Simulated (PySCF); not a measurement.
Constitutional and geometric isomers with formula C2H4B2. Gas-phase values, no solvent. One relaxed conformer stands for each flexible species; it need not be the lowest. Strings in code marks are SMILES.

All values below come from CAM-B3LYP-D3(BJ)/def2-TZVP (PySCF). Excitations are Tamm–Dancoff values on a coarser integration grid. The basis has no diffuse functions, so Rydberg states are missing or too high.

| species | S1 oscillator strength | HOMO (eV) | S1–T1 gap (TDA) (eV) |
|---|---|---|---|
| `CC1=BB1` | ___ | -9.16 | 1.12 |
| `C#CBB` | 0.001 | -9.06 | 0.42 |
| `BB1C=C1` | 0.001 | ___ | 0.71 |
| `BC#CB` | 0.000 | -9.92 | – |

Question: Fill in the missing entries.

Answer: 
- `CC1=BB1`, S1 oscillator strength: 0.005
- `BB1C=C1`, HOMO (eV): -9.39
